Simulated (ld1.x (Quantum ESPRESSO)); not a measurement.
aluminium (Al): excitation energies, all-electron against TM

```
Element                 : Al
Generator               : ld1.x (Quantum ESPRESSO) 7.5
Type                    : norm-conserving Troullier–Martins (Kleinman–Bylander form)
Functional              : PBEsol
Relativity              : fully relativistic
Frozen core             : [Ne]
Valence charge          : 3
Reference configuration : 3s2 3p1
Partial waves           : 3p (bound): rc 2.10 bohr; 3d channel at 0.45 Ry: rc 2.45 bohr; 3s (bound): rc 2.35 bohr
Local potential         : the s channel
Core correction         : Bessel-smoothed model core, default radius (core density twice the valence density)
```

Open shells are filled in proportion to 2j + 1 (rel_dist='average').

Energies are relative to the spin-unpolarised reference configuration 3s2 3p1; without spin polarisation the order of configurations can differ from experiment.

```csv
valence configuration,charge,ΔE all-electron (eV),error AE − PS (meV)
3s2 3p0,+1,5.736,+2.6
3s2 3p0.5,+0.5,2.074,+0.5
3s2 3p1.3,-0.3,-0.568,+0.1
3s0 3p3,0,10.405,-25
3s1 3p2,0,5.119,-5.7
3s1 3p1,+1,11.527,+1.5
```

What are ΔE and the potential's error for 3s1 3p0?

ΔE = 24.906 eV all-electron; the error (AE − PS) is +10 meV.

Levels in the configuration 3s0 3p3:

```tsv
level	all-electron (eV)	pseudo (eV)
3p j=1/2	-3.880	-3.873
3p j=3/2	-3.860	-3.854
```
